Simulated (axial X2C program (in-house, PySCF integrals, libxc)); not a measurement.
## What spin–orbit coupling does to In₂⁻

Calculated with an axial X2C code built on PySCF integrals. Spin-free means the one-electron spin-free X2C Hamiltonian; two-component (2c) means X2C with spin–orbit coupling and atomic mean-field two-electron Coulomb and Gaunt terms, so the difference of the two also holds small scalar two-electron terms. Basis: In dyall-acv3z [12s13p10d5f1g] (cores contracted in-house); Gaussian nuclei, density fitting, unrestricted open shells. Masses: In 114.904 u.

Spin-free state: M_S = 3/2, Λ = 0 (beyond evenly filled blocks: σα, π+α, π-α); fragments In- + In.

```csv
level,Re (Å),ωe (cm⁻¹),De (eV)
PBE0,2.856,136.8,2.094
HF,2.914,134.2,1.293
MP2,2.885,141.0,2.000
CCSD,2.908,135.3,1.898
CCSD(T),2.913,134.0,2.022
```

Correlated methods: 7 electrons correlated (number of frozen shells: In 4 s, 3 p, 2 d), 385 virtual spin orbitals or spinors in MP2, 90 natural virtuals in coupled cluster.

Two-component determinant lowest at the distance of the search:

Ω = 3/2 (⟨Sz⟩ = 1.50, ⟨Lz⟩ = 0.00 at HF); fragments In- + In.

```csv
level,Re (Å),ωe (cm⁻¹)
PBE0,2.856,136.5
HF,2.913,134.0
MP2,2.885,140.7
CCSD,2.908,135.0
CCSD(T),2.914,133.7
```

Task: From the two tables, how do the constants change at the CCSD(T) level (2c against spin-free)?

Result: At the CCSD(T) level Re is unchanged within 0.001 Å and ωe goes down by 0.3 cm⁻¹.

One determinant describes the state; a PBE0 search over occupations chose it and may have missed a lower one. Dissociation energies refer to the lowest single-determinant-based atoms at the same level and basis. De is not given where an atomic determinant may have missed its ground term or J level, or where the truncated virtual space spoils (T). Density functionals use the spin component along the axis (collinear). CCSD and (T) use frozen natural virtuals with an MP2 correction for the truncation; (T) itself is uncorrected, so its De runs slightly low. PBE0 can misorder states that lie within some tenths of an eV, so this need not be the ground state of the molecule. The nearest other spin-free determinant of the search, M_S = 1/2, Λ = 0, lies 0.26 eV up at the distance of the search. Without a current term, density functionals place determinants with orbital angular momentum somewhat too high. With several unpaired electrons one determinant need not be a pure state. The highest occupied level of some functionals is positive through self-interaction error; at Hartree–Fock it is bound. This is the top spin component of a Σ state; components of lower Ω are not single determinants and can lie lower. With the outer-core shells frozen, correlated bond lengths of heavy atoms tend to come out a few hundredths of an ångström too long. Hartree–Fock gets electron affinities wrong, so its lowest charge split need not be the true one.
